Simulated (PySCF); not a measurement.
## CsP: from constants to spectrum

PW91 constants of CsP, ³Σ⁻ (triplet), unpaired electrons π ↑↑ (basis Cs def2-SVPD with ECP46, P def2-SVPD; scalar-relativistic core potentials; PySCF 2.14; masses 132.9054 and 30.9738 u):

| Property | Result |
| --- | --- |
| ωe | 159.9 cm⁻¹ |
| ωexe | 0.674 cm⁻¹ |
| Be | 0.059732 cm⁻¹ |
| αe | 0.000329 cm⁻¹ |
| D (centrifugal) | 3.33e-08 cm⁻¹ |
| De to Cs + P | 1.43 eV |

(1) Give the vibrational terms G(v) and spacings up to v = 6.

(2) How well does the Morse estimate ωe²/(4ωexe) reproduce De, and what is D0?

These are scalar-relativistic numbers at best; spin–orbit coupling would shift them, the dissociation energy most. The state is the lowest determinant that a PBE0 search found; another state may lie lower at other levels.

Answers

(1) G(v) = ωe(v+½) − ωexe(v+½)².

```json
{"v": "0", "G(v) (cm⁻¹)": "79.8", "G(v) − G(v−1)": "", "Bv (cm⁻¹)": "0.05957"}
{"v": "1", "G(v) (cm⁻¹)": "238.3", "G(v) − G(v−1)": "158.6", "Bv (cm⁻¹)": "0.05924"}
{"v": "2", "G(v) (cm⁻¹)": "395.5", "G(v) − G(v−1)": "157.2", "Bv (cm⁻¹)": "0.05891"}
{"v": "3", "G(v) (cm⁻¹)": "551.4", "G(v) − G(v−1)": "155.9", "Bv (cm⁻¹)": "0.05858"}
{"v": "4", "G(v) (cm⁻¹)": "705.9", "G(v) − G(v−1)": "154.5", "Bv (cm⁻¹)": "0.05825"}
{"v": "5", "G(v) (cm⁻¹)": "859.1", "G(v) − G(v−1)": "153.2", "Bv (cm⁻¹)": "0.05792"}
{"v": "6", "G(v) (cm⁻¹)": "1010.9", "G(v) − G(v−1)": "151.8", "Bv (cm⁻¹)": "0.05759"}
```

(2) It gives 1.18 eV, 82 % of the computed De. D0 = De − G(0) = 1.43 − 0.01 = 1.42 eV.
